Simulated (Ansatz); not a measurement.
Cartesian coordinates in Å:
```
C 0.563 -1.558 -0.832
O 0.775 -0.780 0.333
B 0.095 0.355 0.529
C -0.204 1.554 1.370
C -0.871 1.424 0.220
F -1.789 2.097 -0.445
H 0.235 -2.557 -0.535
H 1.505 -1.643 -1.378
H -0.192 -1.109 -1.482
H -0.117 2.217 2.220
```

Total charge 0; spin multiplicity 1.

Q: List the r2SCAN/def2-TZVPP orbital energies in eV (the Gaussian-basis code of Ansatz). (An estimate is asked.)

A: The calculation gave: Occupied: -667.13, -516.43, -275.38, -274.58, -273.32, -181.02, -32.79, -27.47, -21.68, -18.29, -15.34, -14.06, -13.41, -12.08, -11.98, -11.74, -11.73, -8.75, -8.65, -8.32, -7.18, -6.87. Lowest empty: -0.59, 0.55, 1.32, 1.74, 2.13, 2.65, 3.14, 3.44.
